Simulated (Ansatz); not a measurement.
C4H10Cl2GaN, SMILES `CC[N](CC)[Ga]([Cl])[Cl]`, 18 atoms. Charge 0, multiplicity 1. Correlated methods include outer-core shells of Ga, which these sets cover unevenly. Scalar relativity is left out up to krypton. Hardware: A = 4 threads of an AMD EPYC 7R13 on a shared host and a share of an NVIDIA H100 80 GB; B = 4 threads of an AMD EPYC 7R13 on a shared host. Correlated methods freeze the cores.

(1) Give the basis size and wall time and peak host memory of each of these runs in Ansatz. RKS ωB97M-V/def2-SVP energy [B]; RKS ωB97X-V/def2-TZVPP energy [A]; RKS B3LYP-D4/def2-TZVPP energy and forces [A]; RKS ωB97M-V/def2-QZVPP energy [A]; RKS PBE0-D4/def2-QZVPP energy [A]; RHF-CCSD(T)/def2-SVP energy [A]; RKS LC-ωPBE/def2-TZVPP energy [A]; RHF-CCSD(T)/def2-TZVPP energy [A]; direct RPA on PBE orbitals/def2-TZVPP energy [A]; RKS PBE0-D4/def2-TZVP relaxation (12 steps) [A]; RKS B97M-V/def2-TZVPP energy [A]; RHF-MP2/def2-QZVPP energy [A]. (Estimate.)

Results:

(1) The calculation gave: Other jobs shared the machine, so times are rough.

```json
{"level": "RKS B97M-V/def2-TZVPP", "job": "energy [A]", "functions": "427", "wall time": "3.1 s", "peak host memory (GiB)": "1"}
{"level": "direct RPA on PBE orbitals/def2-TZVPP", "job": "energy [A]", "functions": "427", "wall time": "3.3 s", "peak host memory (GiB)": "2"}
{"level": "RKS PBE0-D4/def2-QZVPP", "job": "energy [A]", "functions": "814", "wall time": "3.6 s", "peak host memory (GiB)": "1.4"}
{"level": "RHF-CCSD(T)/def2-SVP", "job": "energy [A]", "functions": "188", "wall time": "3.8 s", "peak host memory (GiB)": "0.95"}
{"level": "RKS LC-ωPBE/def2-TZVPP", "job": "energy [A]", "functions": "427", "wall time": "4 s", "peak host memory (GiB)": "0.96"}
{"level": "RKS ωB97M-V/def2-QZVPP", "job": "energy [A]", "functions": "814", "wall time": "6 s", "peak host memory (GiB)": "1.5"}
{"level": "RKS B3LYP-D4/def2-TZVPP", "job": "energy and forces [A]", "functions": "427", "wall time": "7 s", "peak host memory (GiB)": "1.1"}
{"level": "RKS ωB97X-V/def2-TZVPP", "job": "energy [A]", "functions": "427", "wall time": "7 s", "peak host memory (GiB)": "1.1"}
{"level": "RKS ωB97M-V/def2-SVP", "job": "energy [B]", "functions": "188", "wall time": "11 s", "peak host memory (GiB)": "1"}
{"level": "RHF-MP2/def2-QZVPP", "job": "energy [A]", "functions": "814", "wall time": "12 s", "peak host memory (GiB)": "1.5"}
{"level": "RKS PBE0-D4/def2-TZVP", "job": "relaxation (12 steps) [A]", "functions": "337", "wall time": "22 s", "peak host memory (GiB)": "1.1"}
{"level": "RHF-CCSD(T)/def2-TZVPP", "job": "energy [A]", "functions": "427", "wall time": "25 s", "peak host memory (GiB)": "0.95"}
```

B3LYP here is the variant with VWN-RPA as its local correlation; programs differ in this. LC-ωPBE has ω = 0.4 bohr⁻¹.
